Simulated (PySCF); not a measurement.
Which determinant of RuS lies lowest?

Unrestricted PBE0; PySCF, scalar-relativistic core potentials, basis sets Ru def2-TZVPP with ECP28, S def2-TZVPP. Outer shells of the fragments: Ru 4d7 5s1; S 3s2 3p4.

Followed along the bond (rough minima from three points):

```csv
2Ms+1,unpaired,⟨S²⟩ at the start,R at minimum (Å),Te (eV)
5,"σ ↑, π ↑↑, δ ↑",6.02,2.07,0.00
5,"π ↑↑, δ ↑↑",6.03,2.08,0.63
3,"σ ↑, π ↑↓, δ ↑",3.02,2.08,0.63
1,"σ ↑, π ↓↓, δ ↑",2.02,2.07,0.82
3,"σ ↓, π ↑↑, δ ↑",3.02,2.06,0.82
5,"σ ↑, π ↑, δ ↑↑",6.02,2.15,0.95
```

Solutions found at the starting distance of 2.180 Å, counted from the lowest of them; the search is not exhaustive and high or unbound solutions are not listed, so other states can lie among these:

| 2Ms+1 | unpaired | term | E (eV) | ⟨S²⟩ | ⟨Lz²⟩ | μ (D) |
| --- | --- | --- | --- | --- | --- | --- |
| 5 | σ ↑, π ↑↑, δ ↑ | ⁵Δ | 0.00 | 6.02 | 4.01 | -4.58 |
| 5 | π ↑↑, δ ↑↑ | ⁵Σ⁺ | 0.60 | 6.03 | 0.00 | -4.15 |
| 3 | σ ↑, π ↑↓, δ ↑ | mixed | 0.61 | 3.02 | 6.03 | -4.20 |
| 5 | σ ↑, π ↑, δ ↑↑ | ⁵Π | 0.81 | 6.02 | 1.01 | -4.77 |
| 1 | σ ↑, π ↓↓, δ ↑ | mixed | 0.82 | 2.02 | 4.01 | -4.10 |
| 3 | σ ↓, π ↑↑, δ ↑ | mixed | 0.84 | 3.02 | 4.01 | -4.55 |
| 3 | π ↑, δ ↑ | mixed | 0.85 | 2.52 | 4.87 | -3.70 |
| 3 | π ↑, δ ↑ | mixed | 0.88 | 2.54 | 5.04 | -3.68 |
| 3 | σ ↑, δ ↑ | mixed | 1.00 | 2.51 | 5.28 | -3.97 |
| 3 | σ ↑, δ ↑ | mixed | 1.14 | 2.50 | 6.02 | -3.93 |
| 3 | σ ↑, π ↓, δ ↑↑ | mixed | 1.18 | 3.03 | 1.01 | -4.30 |
| 3 | π ↑↓, δ ↑↑ | mixed | 1.23 | 3.02 | 2.10 | -3.63 |
| 1 | σ ↓, π ↑↓, δ ↑ | mixed | 1.24 | 2.01 | 6.03 | -4.21 |
| 1 | π ↓, δ ↑ | mixed | 1.32 | 1.31 | 4.35 | -3.55 |

A term symbol is given only where ⟨S²⟩ and ⟨Lz²⟩ are close to those of a pure state; real π, δ and φ orbitals otherwise mix terms. A positive dipole means Ru(−)S(+).

Spin–orbit coupling is left out. With d or f electrons several states lie close, and the lowest PBE0 determinant need not be the measured ground state.
